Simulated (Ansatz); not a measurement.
```xyz
13

C     2.777   -1.223    0.956
C     1.886   -0.713    0.332
C     0.786   -0.101   -0.393
C    -0.492   -0.007    0.444
Ge   -1.982    0.815   -0.530
H     3.571   -1.674    1.502
H     1.094    0.897   -0.726
H     0.598   -0.679   -1.305
H    -0.304    0.577    1.348
H    -0.798   -1.003    0.770
H    -3.234    0.878    0.359
H    -2.302   -0.009   -1.791
H    -1.601    2.242   -0.965
```

Total charge 0; spin multiplicity 1.

(1) List the PBE/def2-TZVPP orbital energies in eV (the Gaussian-basis code of Ansatz). (Best estimate.)

Results:

(1) Ansatz gave: Occupied: -10804.28, -1337.65, -1191.06, -1191.06, -1191.06, -269.83, -269.25, -269.00, -268.64, -162.24, -113.67, -113.67, -113.66, -29.51, -29.51, -29.49, -29.44, -29.44, -20.04, -17.96, -16.00, -13.40, -12.97, -11.59, -11.41, -9.98, -9.21, -8.18, -8.06, -7.66, -6.55, -6.54. Lowest empty: -0.33, 0.16, 0.24, 0.65, 0.87, 0.89, 1.35, 1.60.
